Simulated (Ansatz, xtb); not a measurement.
# A geometry optimisation of CHF2SeSi with r2SCAN-D4/def2-SVP

The starting geometry of this gas-phase doublet was built from a drawn formula by distance geometry; its bonds are those of `F[Se]1(F)[C]=[SiH]1`.

```xyz
6

C    -2.9144   -0.1045   -0.1207
F    -3.3475    1.6050   -2.4469
F    -3.2051    3.1326    0.5174
Se   -2.7305    1.8405   -0.7831
Si   -1.3510    0.2995    0.2893
H    -0.0481   -0.0564    0.9150
```

Question: Predict what it relaxes into with r2SCAN-D4/def2-SVP.

Answer: A bond breaks, leaving `F[Se](F)=C=[SiH]`. Distances that change by over a tenth: C1–Se4 (2.06 → 1.72 Å). Contacts that open: Se4–Si5 (2.33 → 3.30 Å).

The energy falls by 2.24 eV over 29 steps:

| step | E − E(last) (eV) |
| --- | --- |
| 1 | 2.242 |
| 4 | 1.388 |
| 7 | 0.338 |
| 10 | 0.160 |
| 13 | 0.148 |
| 17 | 0.105 |
| 20 | 0.040 |
| 23 | 0.007 |
| 26 | 0.001 |
| 29 | 0.000 |

Final geometry (Å):

```yaml
atoms:
  - { symbol: C, position_ang: [-1.7677, 0.9402, -0.4139] }
  - { symbol: F, position_ang: [-4.0739, 1.3404, -1.8559] }
  - { symbol: F, position_ang: [-3.8079, 2.9413, 0.0536] }
  - { symbol: Se, position_ang: [-2.6722, 2.1994, -1.1535] }
  - { symbol: Si, position_ang: [-1.0762, 0.2531, 0.9770] }
  - { symbol: H, position_ang: [-0.1990, -0.9576, 0.7636] }
```

From the same start GFN2-xTB ends elsewhere, at `F/[SiH]=[C]\[Se]F`.

The end wasn't checked by frequencies. Open shells are spin-unrestricted. Run with Ansatz 0.2.0, 3.7 min on 2 threads of Intel(R) Xeon(R) Platinum 8259CL CPU @ 2.50GHz (Skylake/Cascade Lake) (shared host).
